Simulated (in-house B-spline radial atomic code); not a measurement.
Settings and results of a run for the cadmium ion Cd³⁺ (an excited or competing configuration). Method: Dirac-Hartree-Fock, average of configuration, Fermi nucleus of rms radius 4.6087 fm. Calculated with a B-spline radial code for spherical atoms.

Command:
```bash
python run_scf.py task.json out
```
Settings (nuclear radius in fm, mass in u):
```
Z                48
configuration    [Ar] 3d10 4s2 4p5 4d9 8f1
hamiltonian      dirac
method           hf
spin_polarised   False
nucleus          fermi
rms_radius       4.6087
atomic_mass      113.90336
speed_of_light   137.035999084
```

Output (hartree, bohr):
```
 radial grid: 90 intervals, B-splines of order 8, outer radius 102 bohr

 iter        energy (Eh)    residual
    1       -5572.444380    5.77e-01
    2       -5583.183013    3.90e-01
    3       -5586.661216    1.13e-01
    4       -5586.955185    3.23e-02
    5       -5586.976722    1.48e-02
    6       -5586.981913    1.46e-03
    7       -5586.981937    7.55e-05
    8       -5586.981937    5.15e-06
    9       -5586.981937    5.51e-07
   10       -5586.981937    9.88e-08

 total energy                     -5586.98194
 kinetic                            5859.3075
 electron-nucleus                 -13471.9245
 electron-electron                  2025.6350

 first-order corrections (not in the total)
   Gaunt                             4.2706
   retardation                      -0.4331
   frequency dependence             -0.0344
   self-energy                       2.8899
   Uehling                          -0.3647
   Wichmann-Kroll                    0.0070
   recoil                            0.0185

 orbital      occ     eigenvalue          <r>       <r^2>       <1/r>       r_max    small
 1s1/2      2.000      -989.4880    0.0303894  0.00124914     50.6429     0.01968  3.10e-02
 2s1/2      2.000      -151.8900     0.131049   0.0203136     11.7171      0.1112  6.54e-03
 2p1/2      2.000      -141.1131      0.11132   0.0152292     11.6599     0.08606  6.52e-03
 2p3/2      4.000      -134.0050     0.116447   0.0165371     10.9302     0.09037  6.25e-03
 3s1/2      2.000       -31.3780     0.356001     0.14501     4.12762       0.323  1.87e-03
 3p1/2      2.000       -27.0094     0.348377    0.141082     4.02124      0.3102  1.80e-03
 3p3/2      4.000       -25.6998     0.358985    0.149614     3.84685        0.32  1.73e-03
 3d3/2      4.000       -18.0652     0.331546    0.130668     3.67627      0.2643  1.61e-03
 3d5/2      6.000       -17.8028     0.334989    0.133251     3.63065      0.2672  1.59e-03
 4s1/2      2.000        -6.6248     0.874608    0.863581     1.57284      0.7936  4.67e-04
 4p1/2      1.667        -5.1982     0.926236    0.977009     1.46701      0.8258  4.19e-04
 4p3/2      3.333        -4.9676     0.951697     1.03118     1.41714      0.8483  4.02e-04
 4d3/2      3.600        -2.5849      1.13633     1.50758     1.15734      0.9474  2.83e-04
 4d5/2      5.400        -2.5523      1.14823     1.53909     1.14357      0.9568  2.77e-04
 8f5/2      0.429        -0.1331      20.8402     493.924   0.0767875       23.85  5.62e-06
 8f7/2      0.571        -0.1331      20.8351     493.644   0.0767413       23.84  5.62e-06
```

Cost of the run: 5.4 s on 1 thread of Arm Neoverse N1, on a shared host.

For the Dirac Hamiltonian the kinetic term is c α·p + (β - 1)c².
